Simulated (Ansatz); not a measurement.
The lowest singlet and triplet of C2HN (SMILES [CH]C#N); geometries from B3LYP-D3(BJ)/def2-TZVP, each state relaxed from the structure named, with no frequency check, low spin by broken symmetry.
Singlet (charge 0, multiplicity 1):
```
atom    x (Å)    y (Å)    z (Å)
----  -------  -------  -------
C     -1.1792   0.2102   0.2913
C      0.0848  -0.0192  -0.0182
N      1.2148  -0.1259  -0.3611
H     -1.9367  -0.2647   0.8890
```
Triplet (charge 0, multiplicity 3):
```xyz
4

C     -1.1713    -0.0593     0.3024
C      0.0825     0.0070    -0.0151
N      1.2250     0.0353    -0.3754
H     -2.0427     0.0673     0.9043
```

A positive gap puts the triplet lower; no zero-point energy. R- takes a restricted singlet, here one determinant of a half-filled degenerate or near-degenerate pair, which mixes singlet states. U- takes an unrestricted singlet (broken symmetry where lower, unprojected). The triplet is unrestricted in single-reference levels. Active spaces average the two states.

Correlated levels freeze the cores.

The values were computed with Ansatz (Gaussian basis) for Hartree–Fock, density functionals and correlated methods. 

| level | gap E(singlet) − E(triplet), adiabatic (kcal/mol) |
|---|---|
| R-HF/cc-pVTZ | 45.34 |
| R-HF/cc-pVQZ | 45.20 |
| R-B3LYP/def2-TZVPP | 19.98 |
| R-PBE0/def2-TZVPP | 24.50 |
| U-BHLYP/def2-TZVPP (spin-contaminated) | 10.45 |
| U-wB97M-V/def2-TZVPP (spin-contaminated) | 11.72 |
| R-B2PLYP/def2-TZVPP | (withheld) |
| SA-CASSCF(6,6)/cc-pVTZ | 19.64 |
| FIC-MRCISD+Q on SA-CASSCF(6,6)/cc-pVTZ | (withheld) |

**Question.** Complete the blanks.

**Answer.** 
- R-B2PLYP/def2-TZVPP, gap E(singlet) − E(triplet), adiabatic (kcal/mol): 17.02
- FIC-MRCISD+Q on SA-CASSCF(6,6)/cc-pVTZ, gap E(singlet) − E(triplet), adiabatic (kcal/mol): 17.38

Doubts at one or more of the structures used: a restricted determinant that unrestricted orbitals would lower (R-HF/cc-pVTZ, R-HF/cc-pVQZ, R-B3LYP/def2-TZVPP, R-PBE0/def2-TZVPP, R-B2PLYP/def2-TZVPP); a spin-contaminated determinant (R-HF/cc-pVTZ, R-HF/cc-pVQZ).

Ansatz is a program for electronic structure.
